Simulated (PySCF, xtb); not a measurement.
BH5OP2, SMILES B(P)(P)O.

GFN2-xTB (xtb) at its own geometry gives an orbital gap of 3.87 eV and a dipole moment of 2.36 D.

Geometry optimised at PBE-D3(BJ)/def2-SVP. Other conformers were not sampled.

Q: What does HF/def2-TZVP run with PySCF give? (The exact figures need the calculation; the answer reports its results.)

A: gap 12.48 eV (levels -9.78 and 2.70 eV), dipole 1.68 D.
